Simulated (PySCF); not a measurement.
C₅H₇ClSSi.
Atom-mapped SMILES: `[CH:1]#[C:2]/[CH:3]=[C:4](/[Cl:5])[SiH2:6][S:7][CH3:8]` (hydrogens: H9 on C1; H10 on C3; H11, H12 on Si6; H13, H14, H15 on C8)

Structure used (GFN2-xTB), in Å, numbered top down from 1:
```
atom  x, y, z in Å
C1    -2.0780   -1.5074   -1.4953
C2    -1.8424   -0.4380   -0.9996
C3    -1.5847    0.8339   -0.4588
C4    -0.7066    1.0085    0.5340
Cl5   -0.4325    2.6131    1.1375
Si6    0.3005   -0.3616    1.3710
S7     1.5202   -1.3426   -0.0955
C8     2.0728    0.0823   -1.0908
H9    -2.2727   -2.4467   -1.9195
H10   -2.1322    1.6613   -0.8949
H11   -0.5554   -1.4135    1.8907
H12    1.1543    0.2871    2.3612
H13    1.2119    0.5414   -1.5663
H14    2.7506   -0.3060   -1.8430
H15    2.5898    0.7964   -0.4583
```

Computed at PBE0/pcSseg-1 (PySCF, non-relativistic), with Q(35Cl) = −0.0817 b, Q(33S) = −0.0678 b: Cl5, 35Cl (I = 3/2): χzz = -73.14 MHz, η = 0.149; S7, 33S (I = 3/2): χzz = 37.88 MHz, η = 0.789.

Where would the pure quadrupole (NQR) lines of 35Cl at Cl5 fall for the rigid, isolated species?

From ν = (|χ|/2)√(1 + η²/3): ν = 36.71 MHz (vinyl chlorine). For 37Cl the ratio of quadrupole moments, 0.7881, gives 28.93 MHz.

Find the zero-field quadrupole resonance frequencies of 33S at S7.

From ν = (|χ|/2)√(1 + η²/3): ν = 20.81 MHz (sulfur bonded to C and Si).

Apply the simplest Townes–Dailey estimate (no s hybridisation, no π bonding), ionic character = 1 − χzz/χ0, where χ0 is the coupling for one missing p electron along the bond: −109.74 MHz for 35Cl.

Cl5 on C4: 1 − (-73.14)/(-109.74) = 0.33. In this model a purely covalent bond gives χ0 and a free halide ion gives zero; s hybridisation or π bonding, where present, is counted here as ionic character.

In a crystal, neighbours and librations shift these lines. GFN2-xTB bond lengths can be off by several hundredths of an ångström, more for odd bonds, and the gradients follow them. A larger basis could move these couplings by a tenth or more.

The run behind these numbers computed NMR shieldings as well. The run took 40 s wall (with the writing of density and orbital grids) on an Arm Neoverse V2 with one thread, on a shared host, and the process peaked at 0.85 GiB of memory.

One conformer stands for the species.
